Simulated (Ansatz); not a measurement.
C₂H₆BN (`BCN=C`). Charge 0, multiplicity 1.

Z-matrix (Å, degrees):
```
C
N 1 1.437
B 1 1.553 2 116.1
H 1 1.107 2 108.4 3 113.2
H 1 1.105 2 113.7 3 -130.9
C 2 1.258 1 118.2 3 120.4
H 3 1.197 1 117.9 2 -174.2
H 3 1.194 1 121.9 2 8.2
H 6 1.100 2 123.3 1 1.3
H 6 1.089 2 119.4 1 -178.7
```

**Question.** List the harmonic frequencies (cm⁻¹, unscaled) at PBE0-D4/def2-TZVP in Ansatz. (Estimate.)

**Answer.** Ansatz gave: 107, 222, 329, 420, 586, 723, 784, 977, 1052, 1055, 1062, 1188, 1218, 1236, 1305, 1401, 1491, 1759, 2589, 2679, 2943, 2975, 3000, 3153.

**Question.** Is this a minimum?

**Answer.** Yes, all 24 modes are real.

**Question.** Give the ideal-gas thermochemistry at 298.15 K and 1 bar (rigid rotor, harmonic oscillator; point group C1, symmetry number 1).

**Answer.** Zero-point energy 204.9 kJ/mol; H(298) − E = 221.3 kJ/mol; entropy 295.7 J/(mol·K), of which translation 158.8, rotation 99.6, vibration 37.3; G(298) − E = 133.1 kJ/mol.

**Question.** And at 400, 500, 600, 800 and 1000 K?

**Answer.** 
| T (K) | H − E (kJ/mol) | S (J/mol/K) | G − E (kJ/mol) |
| --- | --- | --- | --- |
| 400 | 230.7 | 322.6 | 101.6 |
| 500 | 241.7 | 347.2 | 68.1 |
| 600 | 254.4 | 370.2 | 32.3 |
| 800 | 283.5 | 411.9 | -46.0 |
| 1000 | 316.5 | 448.7 | -132.2 |
